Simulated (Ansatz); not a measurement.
Species: CHNO, charge 0, triplet. This triplet is an excited state, 3.8 eV above the singlet at CCSD(T)/cc-pV5Z (Ansatz, a first-principles code). CHNO (parent SMILES C(=N)=O, triplet).
B3LYP-D3(BJ)/def2-TZVP minimum from Ansatz:
```xyz
4

N     -1.1108     0.2803     0.0806
C      0.0720    -0.4387     0.0033
O      1.1241     0.0896    -0.1842
H     -1.6493    -0.0469     0.8900
```
Charge 0, spin multiplicity 3.

Total energies in cc-pVDZ, 16 correlated electrons, 3 frozen orbitals. UHF or UKS for unpaired electrons; spin-orbit terms are left out. Cores are frozen in correlated methods. No relativity. The UHF reference of CHNO (parent SMILES N=C=O, triplet) is spin-contaminated (<S^2> up to 0.06 over the pure value in the sets run). The spin of CHNO (parent SMILES N=C=O, triplet) was assumed, and the state is the lowest solution found for it.

| method | program | energy (Eh) | minus CCSDT(Q) (mEh) |
|---|---|---|---|
| HF | Ansatz | -167.67988 | 459.96 |
| MP2 | Ansatz | -168.09697 | 42.86 |
| CCSD | Ansatz | -168.12145 | 18.38 |
| CCSD(T) | Ansatz | -168.13681 | 3.03 |
| CCSDT(Q) | Ansatz | -168.13983 | 0.00 |

Rough core times of Ansatz's runs on a shared machine: CCSD(T) under 20 s, CCSDT(Q) 2 min.
